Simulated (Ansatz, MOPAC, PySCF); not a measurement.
Species: GeO$_{2}$ (charge 0, singlet). SMILES: [Ge](=[O])=[O]
Coordinates optimised at B3LYP-D3(BJ)/def2-TZVP (Ansatz, an electronic-structure program):
```
Ge
O 1 1.6240
O 1 1.6240 2 180.00
```
Charge 0, spin multiplicity 1.

Quantity: vertical electron affinity to the doublet, in eV. Conventions: six Cartesian d functions in 6-31G* and its kin unless marked 5d; non-relativistic; each state is the SCF solution reached for its charge and spin; UHF or UKS for open shells; dispersion terms only where a functional's name holds one; PM7 with its own dispersion and hydrogen-bond terms; no spin-orbit coupling; LANL2DZ with its own core potentials from Na on. Ab initio and DFT rows: single points at B3LYP-D3(BJ) geometries (Ansatz). Semi-empirical rows: differences of heats of formation at the shared geometry for vertical values. Anions need diffuse functions, which STO-3G, LANL2DZ, def2-SVP, cc-pVDZ and Pople sets without + lack.

| level | program | vertical electron affinity to the doublet (eV) |
|---|---|---|
| AM1 | MOPAC | 1.72 |
| PM6 | MOPAC | 0.84 |
| PM7 | MOPAC | 2.19 |
| HF/6-31G* | Ansatz | 0.14 |
| HF/6-31G* with LANL2DZ past Ar | Ansatz | -0.11 |
| B3LYP/3-21G | Ansatz | 0.12 |
| B3LYP/6-31G* | Ansatz | 0.81 |
| PBE0/def2-TZVPD | Ansatz | 1.25 |
| M06-2X/def2-TZVPD | PySCF | 1.17 |
| wB97X-V/def2-TZVPD | Ansatz | 1.18 |

No value to compare with is used here. The 7 habitual levels span -0.11 (HF/6-31G* with LANL2DZ past Ar) to 2.19 eV (PM7); PBE0/def2-TZVPD gives 1.25.

The levels are drawn from those run, B3LYP/6-31G* more often than the rest, none by its result; left out are runs that failed, that the program found above a lower state of the same kind, or whose <S^2> lies over 0.5 above the pure value.
